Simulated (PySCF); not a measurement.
Ligand exchange on a metal centre used in film growth or etching (Zn OH-CH3). Isolated molecules, 0 K electronic values unless said otherwise. One relaxed conformer stands for each flexible species; it need not be the lowest.

The HOMO–LUMO gap from two functionals at the same geometries (PBE-D3(BJ)/def2-SVP), both in PySCF: PBE-D3(BJ)/def2-TZVP and TPSSh-D3(BJ)/def2-TZVP. 

| species | PBE-D3(BJ)/def2-TZVP (eV) | TPSSh-D3(BJ)/def2-TZVP (eV) |
|---|---|---|
| 0 of 2 OH replaced by CH3 ([Zn(OH)2]) | 4.71 | 5.96 |
| 1 of 2 OH replaced by CH3 ([Zn(OH)(CH3)]) | 5.19 | 6.38 |
| 2 of 2 OH replaced by CH3 | 5.50 | 6.42 |

Over these rows, drawn at random from the members with no instability flagged (it was tested for open shells, ions and some series alone), PBE minus TPSSh-D3(BJ): mean -1.12 eV, from -1.25 eV to -0.92 eV.
